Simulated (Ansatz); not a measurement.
Ansatz results at the PBE0-D4/def2-TZVP geometry: size of the dipole moment (ωB97M-V/def2-TZVPP) 2.11 D; LUMO energy (B3LYP/def2-TZVPP) -0.73 eV; LUMO energy (PBE0/def2-TZVPP) -0.48 eV.

Each molecule was computed in one conformer, which needn't be the lowest.

Q: Which molecule gave them?
A. `O=C[CH2][GeH3]`
B. `F[CH]1[AlH][GeH2]1`
C. `[OH][AlH][S]BF`
D. `C[O][AlH][CH2]Cl`

A: D. The others give `O=C[CH2][GeH3]`: 2.88, -1.12, -0.84; `[OH][AlH][S]BF`: 1.63, -1.53, -1.33; `F[CH]1[AlH][GeH2]1`: 2.24, -2.30, -2.12.

B3LYP here is the variant with VWN-RPA as its local correlation; programs differ in this.
